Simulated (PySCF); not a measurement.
CHF2, SMILES F[CH]F, multiplicity 2.

The structure is a stationary point at PBE0-D3(BJ)/def2-TZVP. The isomer is the one that the SMILES or the coordinates give; other isomers of the formula were not compared.

These are PBE0-D3(BJ)/def2-TZVP in PySCF 2.14.0 values and carry that method's errors.

Harmonic, unscaled wavenumbers; measured fundamentals usually lie a few per cent lower.

```csv
mode,ν (cm⁻¹),IR (km/mol),moving atoms (share of kinetic energy)
1,557,4.1,"F 83 %, C 16 %"
2,1003,9.5,"H 68 %, C 28 %"
3,1203,95.9,"C 53 %, F 43 %"
4,1217,217.3,"C 38 %, F 32 %, H 30 %"
5,1346,86.2,"H 64 %, C 32 %"
6,3131,23.2,H 92 %
```
